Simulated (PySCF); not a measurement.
Si(Cl)(I)2(Me) (CH3ClI2Si), SMILES [Si](I)(I)(Cl)C. Geometry: PBE0-D3(BJ)/def2-SVP. The def2 effective core potentials stand for the cores of I; spin–orbit coupling is left out.

Computed equilibrium geometry at PBE0-D3(BJ)/def2-SVP (PySCF confirms it by a frequency run) as bond lengths and angles, and its point group:
point group Cs.
Atoms: C1 Si2 Cl3 I4 I5 H6 H7 H8. Bonds (Å): C1–Si2 1.857, C1–H6 1.101, C1–H7 1.100, C1–H8 1.101, Si2–Cl3 2.062, Si2–I4 2.442, Si2–I5 2.442. Bond angles (°): Si2–C1–H6 109.5, Si2–C1–H7 110.1, Si2–C1–H8 109.5, H6–C1–H7 109.2, H6–C1–H8 109.2, H7–C1–H8 109.2, C1–Si2–Cl3 109.5, C1–Si2–I4 110.1, C1–Si2–I5 110.1, Cl3–Si2–I4 108.7, Cl3–Si2–I5 108.7, I4–Si2–I5 109.7.
Charge 0, spin multiplicity 1.
